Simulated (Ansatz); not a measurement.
Consider the ligand exchange at the Si–F bond: `F[Si](Cl)(Cl)Cl` + CH₃NH₂ → `CN[Si](Cl)(Cl)Cl` + H–F.

Program: Ansatz. Geometries: PBE0-D4/def2-TZVP. ΔE: electronic, gas phase. CBS: MP2 limit from def2 TZ/QZ plus the TZ coupled-cluster correction, frozen cores. This one scheme is used for every species. DFT in def2-TZVPP. Each species was taken in one conformer, which may not be the lowest.

| level | ΔE (eV) |
| --- | --- |
| RPA@PBE/def2-TZVPP | 0.69 |
| CCSD/def2-SVP | 0.64 |

What does CCSD(T)/CBS give? (Best estimate.)

Ansatz gave: +0.63 eV. The listed levels differ from it by 0.06, 0.01 eV.

Largest T1 diagnostic among the species: 0.010.

From BLYP to BHLYP (50 % exact exchange), in def2-TZVPP and without D4, ΔE moves by −0.04 eV. In def2-TZVPP, CCSD(T) changes the Hartree–Fock value by −0.20 eV (the triples alone add −0.03 eV) and MP2 by −0.26 eV. The D4 term adds −0.14 eV with B3LYP and −0.08 eV with PBE0; it sums over pairs of atoms, weighted by their polarisabilities, and B3LYP, whose exchange is more repulsive, gets the larger term.

B3LYP here is the variant with VWN-RPA as its local correlation; programs differ in this.
